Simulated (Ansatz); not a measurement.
`[Cl][GeH2][GeH3]` and `[F][GeH2][Cl]` differ in one atom or group.

Ansatz, PBE0-D4/def2-TZVP geometries, multiplicity 1. 

Scalar relativity is left out up to krypton.

| property | `[Cl][GeH2][GeH3]` |
| --- | --- |
| HOMO energy (ωB97M-V/def2-TZVPP) / eV | -10.14 |
| LUMO energy (ωB97M-V/def2-TZVPP) / eV | 1.33 |
| zero-point energy (PBE0-D4/def2-TZVP) / kJ/mol | 106.2 |
| HOMO–LUMO gap (PBE0/def2-TZVPP) / eV | 7.52 |
| ideal-gas entropy at 298 K and 1 bar (rigid rotor, harmonic PBE0-D4/def2-TZVP) / J/(mol·K) | 350 |
| LUMO energy (B3LYP/def2-TZVPP) / eV | -0.80 |

(1) Give the same properties after the change, and the shifts. (An estimate is asked.)

Results:

(1) Ansatz gave: 
```tsv
property	`[F][GeH2][Cl]`	shift
HOMO energy (ωB97M-V/def2-TZVPP) / eV	-11.46	-1.32
LUMO energy (ωB97M-V/def2-TZVPP) / eV	1.66	0.33
zero-point energy (PBE0-D4/def2-TZVP) / kJ/mol	51.5	-54.7
HOMO–LUMO gap (PBE0/def2-TZVPP) / eV	8.95	1.43
ideal-gas entropy at 298 K and 1 bar (rigid rotor, harmonic PBE0-D4/def2-TZVP) / J/(mol·K)	295	-55
LUMO energy (B3LYP/def2-TZVPP) / eV	-0.60	0.20
```

With PBE0 the HOMO falls by 1.13 eV and the LUMO rises by 0.30 eV, so the gap widens by about 1.43 eV. PBE moves the HOMO by -0.89 eV and ωB97M-V by -1.32 eV. The zero-point energy changes by -54.7 kJ/mol with -9 modes.

B3LYP here is the variant with VWN-RPA as its local correlation; programs differ in this.
